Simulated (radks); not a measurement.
Task: Cd39+, 9 electrons, occupied as [He] 2s2 2p5 (the NIST ground configuration). Method: scalar-relativistic Kohn-Sham, r2SCAN, spin-polarised, spherical densities, finite nucleus; open shells are filled with parallel spins first (spin-orbit coupling, left out, can overturn this in heavy ions); meta-GGA in the generalised Kohn-Sham scheme; Fermi nuclear charge, rms radius 4.6087 fm; computed with a radial shooting solver on a logarithmic mesh with Libxc functionals. Some entries of the table are withheld. Estimate them.

orbital  occ.  eigenvalue (eV)  <1/r> (bohr^-1)  <r> (bohr)
1s up       1        -29251.03            50.68     0.03036
1s down     1        -29238.05            50.70     0.03035
2s up       1              (1)            11.88      0.1279
2s down     1              (2)            11.86      0.1281
2p up       3        -6031.232            11.42      0.1110
2p down     2        -6008.528            11.40      0.1112
3s up       0        -2610.833            4.927      0.3053
3s down     0        -2604.596            4.915      0.3059
3p up       0              (3)              (4)      0.2933
3p down     0              (5)              (6)      0.2940

Result: 
(1) 2s up eigenvalue (eV): -6396.583
(2) 2s down eigenvalue (eV): -6379.303
(3) 3p up eigenvalue (eV): -2499.796
(4) 3p up <1/r> (bohr^-1): 4.779
(5) 3p down eigenvalue (eV): -2492.560
(6) 3p down <1/r> (bohr^-1): 4.769
